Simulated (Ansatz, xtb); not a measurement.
**Relative energy of two isomers of C3HBrFNS**

We compare X, `Fc1ncsc1Br`, a singlet, with Y, `Fc1nc(Br)cs1`, a singlet. Both are isolated molecules in the gas phase, relaxed with r2SCAN-D4/def2-SVP.

X (Å):

```yaml
atoms:
  - { symbol: C, position_ang: [-0.5049, 0.7143, -0.7662] }
  - { symbol: C, position_ang: [-0.5081, -0.0269, -2.8142] }
  - { symbol: C, position_ang: [0.8023, 1.0299, -1.0704] }
  - { symbol: Br, position_ang: [2.0504, 1.8385, 0.0425] }
  - { symbol: F, position_ang: [-1.0609, 0.9565, 0.4049] }
  - { symbol: N, position_ang: [-1.2301, 0.1271, -1.7376] }
  - { symbol: S, position_ang: [1.1283, 0.5458, -2.7031] }
  - { symbol: H, position_ang: [-0.8746, -0.4803, -3.7385] }
```

Y (Å):

```xyz
8

C    -1.2301    0.0594   -1.0606
C     0.4689    0.5253   -2.3064
C     0.8252    1.3074   -1.2373
Br    1.4970    0.3896   -3.8721
F    -2.3623   -0.4722   -0.6602
N    -0.6938   -0.1805   -2.2060
S    -0.3845    1.1547   -0.0018
H     1.7006    1.9424   -1.1114
```

Quicker runs give these differences E(Y) − E(X): GFN2-xTB −0.169 eV; HF/STO-3G −0.180 eV (at GFN2-xTB geometries); r2SCAN-D4/def2-SVP//GFN2-xTB −0.074 eV.

Problem. Estimate E(Y) − E(X) at the level CCSD(T)/def2-SVP + ΔMP2/def2-TZVPP.

Solution. Calculated at CCSD(T)/def2-SVP + ΔMP2/def2-TZVPP: E(Y) − E(X) = −0.073 eV, so structure Y lies lower.

How the difference moves with the method:

```json
{"level": "GFN2-xTB", "geometry": "GFN2-xTB", "E(Y) − E(X) (eV)": "−0.169", "departure from the last row (eV)": "−0.096", "job, with rough time for the two": "optimisation, 0.15 s"}
{"level": "HF/STO-3G", "geometry": "GFN2-xTB", "E(Y) − E(X) (eV)": "−0.180", "departure from the last row (eV)": "−0.108", "job, with rough time for the two": "single point, 0.78 s"}
{"level": "r2SCAN-D4/def2-SVP//GFN2-xTB", "geometry": "GFN2-xTB", "E(Y) − E(X) (eV)": "−0.074", "departure from the last row (eV)": "−0.001", "job, with rough time for the two": "single point, 8.1 s"}
{"level": "r2SCAN-D4/def2-SVP", "geometry": "r2SCAN-D4/def2-SVP", "E(Y) − E(X) (eV)": "−0.068", "departure from the last row (eV)": "+0.005", "job, with rough time for the two": "optimisation, 52 s"}
{"level": "HF/def2-SVP", "geometry": "r2SCAN-D4/def2-SVP", "E(Y) − E(X) (eV)": "−0.085", "departure from the last row (eV)": "−0.012", "job, with rough time for the two": "part of the CCSD(T) run"}
{"level": "MP2/def2-SVP", "geometry": "r2SCAN-D4/def2-SVP", "E(Y) − E(X) (eV)": "−0.068", "departure from the last row (eV)": "+0.005", "job, with rough time for the two": "part of the CCSD(T) run"}
{"level": "CCSD(T)/def2-SVP", "geometry": "r2SCAN-D4/def2-SVP", "E(Y) − E(X) (eV)": "−0.065", "departure from the last row (eV)": "+0.007", "job, with rough time for the two": "single point"}
{"level": "CCSD(T)/def2-SVP + ΔMP2/def2-TZVPP", "geometry": "r2SCAN-D4/def2-SVP", "E(Y) − E(X) (eV)": "−0.073", "departure from the last row (eV)": "", "job, with rough time for the two": "single point, 1.9 min"}
```

As drawn, both hold the same kinds of bond in the same numbers.

None of the levels shown reverses the order. The largest departure from CCSD(T)/def2-SVP + ΔMP2/def2-TZVPP is that of HF/STO-3G, 0.108 eV. The last row adds to CCSD(T) the change of the MP2 difference between the two basis sets, here −0.007 eV.

With thermal terms from frequencies at re-optimised GFN2-xTB minima (ideal gas, soft modes damped towards free rotors, one conformer each, 298.15 K, 1 atm): on the last row, ΔE + ΔZPE = −0.070, ΔH = −0.071, ΔG = −0.067 eV.

The correlated steps freeze 19 core orbitals; the filled d shell of Br is correlated, in a basis made for valence electrons. Run with Ansatz 0.2.0, xtb 6.7.1; the last row on 2 threads of Arm Neoverse V1 on a shared host.
